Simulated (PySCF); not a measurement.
**Spin-rotation constants: SMILES CC(C)(Br)[SiH2]O, C3H9BrOSi**

Geometry (Å), atoms numbered from 1 in this order:
```xyz
15

C     0.6418   -1.2099   -1.3111
C    -0.1651   -0.2018   -0.5143
C    -0.1638    1.1817   -1.1335
Br    0.6603   -0.0656    1.3052
Si   -1.9152   -0.8374   -0.1121
O    -1.8192   -2.2665    0.7306
H     0.6283   -2.2024   -0.8387
H     1.6887   -0.8868   -1.4243
H     0.2026   -1.3071   -2.3184
H    -0.7186    1.9078   -0.5217
H    -0.6412    1.1337   -2.1274
H     0.8623    1.5586   -1.2705
H    -2.6306    0.2435    0.6305
H    -2.6289   -1.1559   -1.3825
H    -1.2701   -2.2137    1.5220
```

Method used: GIAO X3LYP/pcSseg-0 magnetisability, rotational g tensor and spin-rotation constants, non-relativistic, gas phase in PySCF 2.14.0. Geometry: PBE0-D3(BJ)/def2-SVP.

The calculation is non-relativistic, which matters for the atoms heavier than Zn.

Question: Give the nuclear spin-rotation constants along the inertial axes (H = +C I·J) beside the isotropic shieldings.

Answer: Rotational constants 2.2160, 1.4363, 1.1339 GHz. A star marks the isotopologue with that one atom substituted, in its own axes.
| atom | isotope | Caa (kHz) | Cbb (kHz) | Ccc (kHz) | mean (kHz) | σ (ppm) |
| --- | --- | --- | --- | --- | --- | --- |
| Br4 | 79Br | 3.131 | 2.314 | 2.400 | 2.615 | 1998.9 |
| H7 | 1H | -0.258 | -0.044 | -0.072 | -0.125 | 30.7 |
| H8 | 1H | -0.038 | -0.140 | -0.114 | -0.097 | 31.0 |
| H9 | 1H | -0.117 | -0.082 | -0.131 | -0.110 | 31.4 |
| H10 | 1H | -0.267 | -0.159 | 0.011 | -0.138 | 31.3 |
| H11 | 1H | -0.112 | -0.079 | -0.140 | -0.110 | 31.5 |
| H12 | 1H | -0.033 | -0.129 | -0.124 | -0.096 | 30.9 |
| H13 | 1H | -0.196 | -0.129 | 0.034 | -0.097 | 27.5 |
| H14 | 1H | 0.000 | -0.082 | -0.105 | -0.062 | 27.6 |
| H15 | 1H | -0.161 | -0.104 | -0.158 | -0.141 | 32.3 |
| C1 | 13C* | 0.368 | 0.247 | 0.162 | 0.259 | 155.1 |
| C2 | 13C* | 0.396 | 0.273 | 0.262 | 0.311 | 129.0 |
| Si5 | 29Si* | -1.391 | -0.812 | -0.699 | -0.967 | 371.7 |
| O6 | 17O* | 0.008 | -0.140 | -0.048 | -0.060 | 340.5 |

For the geometry as given, no vibrational averaging.
